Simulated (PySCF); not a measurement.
Isomers of C7H6ClFO2S, mass 207.976 u with the commonest isotopes. Theory: PBE0/pcSseg-1 in PySCF (dipole) on a GFN2-xTB geometry, gas phase. One conformer each, none proved a minimum here; rigid rotors.

**Question.** Order these by dipole moment, largest first.
A. `[CH3:1][c:2]1[cH:3][cH:4][c:5]([S:6](=[O:7])(=[O:8])[Cl:9])[cH:10][c:11]1[F:12]` with C4–C5–S6–O7 -22°
B. `[CH3:1][c:2]1[c:3]([F:4])[cH:5][cH:6][cH:7][c:8]1[S:9](=[O:10])(=[O:11])[Cl:12]` with C7–C8–S9–O10 0°
C. `[CH3:1][c:2]1[cH:3][c:4]([F:5])[cH:6][cH:7][c:8]1[S:9](=[O:10])(=[O:11])[Cl:12]` with C7–C8–S9–O10 0°
D. `[CH3:1][c:2]1[cH:3][cH:4][cH:5][c:6]([S:7](=[O:8])(=[O:9])[Cl:10])[c:11]1[F:12]` with C5–C6–S7–O8 135°

**Answer.** D (5.96 D), A (5.30 D), B (3.93 D), C (3.46 D).

**Question.** Order these by out-of-plane moment Σ m c² = (Ia + Ib − Ic)/2, smallest first.
A. `[CH3:1][c:2]1[cH:3][cH:4][c:5]([S:6](=[O:7])(=[O:8])[Cl:9])[cH:10][c:11]1[F:12]` with C4–C5–S6–O7 -22°
B. `[CH3:1][c:2]1[cH:3][cH:4][cH:5][c:6]([S:7](=[O:8])(=[O:9])[Cl:10])[c:11]1[F:12]` with C5–C6–S7–O8 135°
C. `[CH3:1][c:2]1[c:3]([F:4])[cH:5][cH:6][cH:7][c:8]1[S:9](=[O:10])(=[O:11])[Cl:12]` with C7–C8–S9–O10 0°
D. `[CH3:1][c:2]1[cH:3][c:4]([F:5])[cH:6][cH:7][c:8]1[S:9](=[O:10])(=[O:11])[Cl:12]` with C7–C8–S9–O10 0°

**Answer.** C (107.11 u·Å²), B (109.01 u·Å²), D (109.52 u·Å²), A (123.55 u·Å²).

**Question.** Order these by rotational constant C, largest first.
A. `[CH3:1][c:2]1[cH:3][c:4]([F:5])[cH:6][cH:7][c:8]1[S:9](=[O:10])(=[O:11])[Cl:12]` with C7–C8–S9–O10 0°
B. `[CH3:1][c:2]1[c:3]([F:4])[cH:5][cH:6][cH:7][c:8]1[S:9](=[O:10])(=[O:11])[Cl:12]` with C7–C8–S9–O10 0°
C. `[CH3:1][c:2]1[cH:3][cH:4][c:5]([S:6](=[O:7])(=[O:8])[Cl:9])[cH:10][c:11]1[F:12]` with C4–C5–S6–O7 -22°
D. `[CH3:1][c:2]1[cH:3][cH:4][cH:5][c:6]([S:7](=[O:8])(=[O:9])[Cl:10])[c:11]1[F:12]` with C5–C6–S7–O8 135°

**Answer.** D (470.5 MHz), B (455.1 MHz), A (418.3 MHz), C (390.9 MHz).

```
                 SMILES  point group  Ia (u·Å²)  Ib (u·Å²)  Ic (u·Å²)      κ  μa (D)  μb (D)  μc (D)
Cc1c(F)cccc1S(=O)(=O)Cl           C1     394.71     930.02    1110.50  -0.79    3.65    0.71    1.28
Cc1cc(F)ccc1S(=O)(=O)Cl           C1     344.68    1082.60    1208.24  -0.91    3.09    1.29    0.87
Cc1ccc(S(=O)(=O)Cl)cc1F           C1     338.17    1201.69    1292.76  -0.95    4.82    1.76    1.34
Cc1cccc(S(=O)(=O)Cl)c1F           C1     396.10     895.96    1074.05  -0.77    5.67    0.93    1.58
```
